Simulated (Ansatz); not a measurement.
Gas-phase reaction R1 + R2 → P1 + P2, each structure at its B3LYP-D3(BJ)/def2-TZVP stationary point, reached from a drawn start (curvature not checked).
R1: C2H6 (SMILES CC), charge 0, multiplicity 1.
P1: C2H5 (SMILES [CH2]C), charge 0, multiplicity 2.
R2: F atom, charge 0, multiplicity 2.
P2, HF (SMILES F) (charge 0, multiplicity 1):
```xyz
2

F      0.000     0.000    -0.462
H      0.000     0.000     0.462
```

```
level               reaction energy (kcal/mol)  minus CCSD(T)/cc-pVQZ
------------------  --------------------------  ---------------------
HF/cc-pVDZ                               -8.05                  23.21
PBE/def2-TZVPP                          -36.07                  -4.81
BLYP/def2-TZVPP                         -35.03                  -3.77
revPBE/def2-TZVPP                       -34.18                  -2.91
r2SCAN/def2-TZVPP                       -34.25                  -2.98
B3LYP/def2-TZVPP                        -31.88                  -0.61
PBE0/def2-TZVPP                         -31.22                   0.05
BHLYP/def2-TZVPP                        -25.54                   5.73
wB97M-V/def2-TZVPP                      -30.26                   1.01
B2PLYP/def2-TZVPP                       -31.36                  -0.09
MP2/cc-pVDZ                             -25.03                   6.24
SCS-MP2/cc-pVTZ                         -29.28                   1.99
CCSD/cc-pVQZ                            -30.16                   1.11
CCSD(T)/cc-pVQZ                         -31.27                   0.00
```

 The comparison column counts from a level with limits of its own.

P less R. No zero-point or thermal terms; singlets are restricted closed shells; open shells are unrestricted; no spin–orbit coupling.

Correlated levels freeze the cores.

Programs: Ansatz (Gaussian orbitals). No computed number here is a measurement.

Ansatz is a program for electronic structure.
